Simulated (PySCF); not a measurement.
Rh²⁺: excitation energy

Rh²⁺ [Kr] 4d7 (4F) → Rh²⁺ [Kr] 4d6 5s1 (6D), as a difference of total energies. Computed with PySCF 2.14 in x2c-TZVPPall (8s6p6d2f1g, 79 functions), with the spin-free X2C one-electron Hamiltonian (Gaussian nucleus). Correlated levels: valence: [Kr] frozen; valence and next inner shell: [Ar] 3d10 frozen. The calculations carry no spin-orbit coupling.

```
                                method  excitation energy (cm⁻¹)
                                   UHF                     39094
                                   LDA                     41674
                                   PBE                     42100
                                  PBE0                     43076
                                r2SCAN                     42232
                                 HSE06                     42682
                             BHandHLYP                     44386
                                 wB97X                     48939
                               LC-wPBE                     45244
                         MP2 (valence)                     43986
                     SCS-MP2 (valence)                     47865
    MP2 (valence and next inner shell)                     41129
SCS-MP2 (valence and next inner shell)                     43717
```

A first-order spin-orbit estimate (lowest level to lowest level, LS coupling) adds 0.069 eV.

The basis was made for the ground configuration and has no added diffuse functions, so the excitation energy can come out too high.
